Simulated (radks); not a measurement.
The numbers below are computed, except where a source is named.
Valence configurations of O3+ (all share [He]). Code: a radial shooting solver on a logarithmic mesh with Libxc functionals. Model: non-relativistic Kohn-Sham, PBEsol, spin-polarised, spherical densities, point nucleus; open shells are filled with parallel spins first. Energies are relative to 2s2 2p1; eigenvalues in eV for spin up.

valence      E (eV)  moment (Bohr magnetons)    e(2p)    e(2s)
2s2 2p1       0.000                        1  -66.109  -80.404
2s1.5 2p1.5   4.887                        2  -66.716  -81.084
2s1 2p2       7.853                        3  -67.033  -81.468
2p3          22.282                        3  -66.270        -
2s0.5 2p2.5  15.069                        3  -66.653  -81.080

NIST lists [He] 2s2 2p1 as the ground configuration; this level of theory agrees among the configurations tried. The energies are those of spherical high-spin densities, not of single terms.
